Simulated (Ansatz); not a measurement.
`C[SiH](N)[InH2]` + `C[NH][GeH3]` → `C[SiH](N)[GeH3]` + `C[NH][InH2]` at 400 K and 1 bar (redistribution).

Calculated with Ansatz (gas phase, PBE0-D4/def2-TZVP geometries, no zero-point term in ΔE). CCSD(T)/CBS is the MP2 limit (def2-TZVPP, def2-QZVPP) plus CCSD(T) − MP2 in def2-TZVPP, frozen cores. def2 core potentials past Kr. For Ge, In outer-core shells are correlated without core-valence functions, which leaves a few kJ/mol of doubt a bond. Scalar relativity is left out up to krypton. Each species was taken in one conformer, which may not be the lowest.

| species | CCSD(T)/CBS energy (Eh) | H − E (kJ/mol) | S (J/(mol·K)) |
| --- | --- | --- | --- |
| `C[SiH](N)[InH2]` | -576.47602 | 258.8 | 428.4 |
| `C[NH][GeH3]` | -2173.06430 | 229.8 | 337.7 |
| `C[SiH](N)[GeH3]` | -2463.40010 | 289.0 | 421.1 |
| `C[NH][InH2]` | -286.14916 | 199.0 | 346.0 |

H − E and S are ideal-gas, rigid-rotor, harmonic terms from PBE0-D4/def2-TZVP, for one conformer and one mirror image of each species. 1 Eh = 2625.50 kJ/mol, R = 8.31446 J/(mol·K).

Question: By hand: ΔE, ΔH, ΔS and ΔG.

Answer: ΔE = (-2463.40010) + (-286.14916) − (-576.47602) − (-2173.06430) = -0.00894 Eh = -23.5 kJ/mol. Δ(H − E) = 289.0 + 199.0 − 258.8 − 229.8 = -0.6, so ΔH = -24.1 kJ/mol. ΔS = 421.1 + 346.0 − 428.4 − 337.7 = 1.0 J/(mol·K). ΔG = -24.1 − 400 × (1.0)/1000 = -24.5 kJ/mol.

Question: By hand: the equilibrium constant, and the temperature at which ΔG would vanish if ΔH and ΔS stayed fixed.

Answer: log₁₀ K = −ΔG/(RT ln 10) = 3.2. ΔH and −TΔS have one sign here, so there is no such temperature. One of them is within its doubt of zero, so this could turn.

The number of gas molecules stays the same, so ΔS is small and ΔH decides. A doubt of 5 kJ/mol in ΔE shifts log₁₀ K by 0.7 here. Other conformers and mirror images would add mixing entropy, several J/(mol·K) or more a flexible species. These are equilibria of isolated gas molecules and say nothing of rates. Largest T1 diagnostic: 0.016 (customary marks: 0.02 for closed shells, 0.045 for open ones).
